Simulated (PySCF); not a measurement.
**Ionisation energy of Fe²⁺ by level of theory**

Fe²⁺ [Ar] 3d6 (5D) → Fe³⁺ [Ar] 3d5 (6S), as a difference of total energies. Calculation: PySCF 2.14, in pcseg-2; no relativity, point nucleus. Correlated levels: valence: [Ar] frozen. The calculations carry no spin-orbit coupling.

| method | ionisation energy (eV) | difference from reference (eV) |
| --- | --- | --- |
| UHF | 28.422 | -2.229 |
| B3LYP | 31.558 | +0.907 |
| PBE | 31.668 | +1.017 |
| MP2 (valence) | 29.849 | -0.802 |
| SCS-MP2 (valence) | 29.936 | -0.715 |

Reference: 30.651 ± 0.012 eV (measured; NIST Atomic Spectra Database, ionization energies).

These non-relativistic numbers lack the scalar-relativistic shift.

The reference lies between the lowest fine-structure levels, while these numbers refer to the centres of the terms.

Errors of the correlated levels include the incompleteness of this basis and the frozen core.
